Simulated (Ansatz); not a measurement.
Ansatz (a quantum-chemistry and plane-wave program) input:

Ansatz 0.2 input:
```yaml
crystal:
  periodic: [false, false, false]
  atoms:
    - {symbol: C, position_ang: [-1.81615177, 0.32580196, 0.25646304]}
    - {symbol: C, position_ang: [-1.51838673, -1.00239082, 0.29111369]}
    - {symbol: O, position_ang: [-0.20199988, -1.17285604, 0.11204062]}
    - {symbol: C, position_ang: [0.34192329, 0.06701100, -0.03842488]}
    - {symbol: C, position_ang: [-0.64306227, 1.04033631, 0.04612119]}
    - {symbol: C, position_ang: [1.76584574, 0.17000669, -0.24882521]}
    - {symbol: O, position_ang: [2.39421368, 1.18637159, -0.39806142]}
    - {symbol: H, position_ang: [-2.12677463, -1.87315409, 0.42923991]}
    - {symbol: H, position_ang: [-0.49570757, 2.09622927, -0.03689371]}
    - {symbol: H, position_ang: [2.24823947, -0.82776255, -0.25966415]}
basis:
  gaussian:
    orbitals: def2-TZVP
hamiltonian:
  xc: b3lyp
  dispersion: d3bj
magnetization: {spin_polarized: true, initial_magnetization: 1}
relax: {f_tol: 0.002, max_steps: 150}
```

Which total energy does the run end on?

-342.80201 Eh (B3LYP-D3(BJ)/def2-TZVP). The basis has 235 functions.

It need not be the lowest isomer of its formula.
